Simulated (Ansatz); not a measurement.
Cost and result for the atomization energy of `O[Si@@H]1[SiH2][Si@H]1[SiH3]` (13 atoms, 13 bonds).

| atom | x (Å) | y (Å) | z (Å) |
| --- | --- | --- | --- |
| O1 | -0.0364 | 2.7813 | -1.4425 |
| Si2 | -0.0648 | 1.5935 | -0.3019 |
| Si3 | 1.7726 | 0.4889 | 0.5622 |
| Si4 | 0.1037 | -0.7203 | -0.5793 |
| Si5 | -1.4813 | -1.9114 | 0.6326 |
| H6 | 0.6472 | 2.7351 | -2.1126 |
| H7 | -1.1324 | 1.9362 | 0.6660 |
| H8 | 2.9681 | 0.5800 | -0.3195 |
| H9 | 2.1458 | 0.3348 | 1.9921 |
| H10 | 0.5764 | -1.3544 | -1.8405 |
| H11 | -0.9452 | -3.2132 | 1.1136 |
| H12 | -1.8538 | -1.0842 | 1.8114 |
| H13 | -2.7000 | -2.1662 | -0.1815 |

Total charge 0; spin multiplicity 1. All single points use the PBE0-D4/def2-TZVP geometry. It is one conformer, not always the lowest. Program: Ansatz. All runs use 4 threads of an Arm Neoverse V1 on a shared host. Times are those of one run each, without the atoms' runs, and a repeat can differ threefold. Electronic energies, without spin–orbit coupling; frozen cores. CCSD(T)/CBS adds CCSD(T) − MP2 in def2-TZVPP to the MP2 limit, and its time is that of the two runs behind it. T1 = 0.015. B3LYP takes the VWN-RPA correlation (the form of Gaussian; ORCA's B3LYP/G).

CCSD(T)/CBS is a level of theory with its own doubt, some kJ/mol a heavy atom from the limit and from the frozen cores, so smaller differences don't rank the functionals.

| level | functions | wall time | atomization (kJ/mol) | difference from CCSD(T)/CBS | per bond |
| --- | --- | --- | --- | --- | --- |
| PBE-D4/def2-TZVPP (with forces) | 311 | 4 s | 3967.6 | -14.7 | -1.1 |
| PBE0-D4/def2-TZVPP | 311 | 6 s | 3936.8 | -45.5 | -3.5 |
| r2SCAN-D4/def2-TZVPP (with forces) | 311 | 7.5 s | 3990.0 | 7.7 | 0.6 |
| B3LYP-D4/def2-TZVPP (with forces) | 311 | 9 s | 3952.9 | -29.4 | -2.3 |
| B2PLYP/def2-TZVPP | 311 | 10 s | 3893.3 | -89.0 | -6.8 |
| ωB97X-V/def2-TZVPP | 311 | 15 s | 4013.4 | 31.1 | 2.4 |
| ωB97M-V/def2-TZVPP (with forces) | 311 | 21 s | 3964.6 | -17.7 | -1.4 |
| MP2/def2-QZVPP | 577 | 39 s | 3929.1 | -53.2 | -4.1 |
| CCSD(T)/def2-TZVPP | 311 | 18 min | 3861.1 | -121.2 | -9.3 |
| CCSD(T)/CBS(def2) | – | 18 min | 3982.3 | 0.0 | 0.0 |

The D4 term adds +58.1 kJ/mol with B3LYP and +31.0 kJ/mol with PBE0; it sums over pairs of atoms, weighted by their polarisabilities, and B3LYP, whose exchange is more repulsive, gets the larger term. In def2-TZVPP, CCSD(T) changes the Hartree–Fock value by +961.9 kJ/mol (the triples alone add +53.8 kJ/mol) and MP2 by +957.8 kJ/mol; breaking electron pairs costs correlation energy, which Hartree–Fock lacks. From PBE to PBE0 (25 % exact exchange), in def2-TZVPP and without D4, the atomization energy moves by −26.0 kJ/mol: exact exchange takes away binding that semilocal exchange gives to molecules.
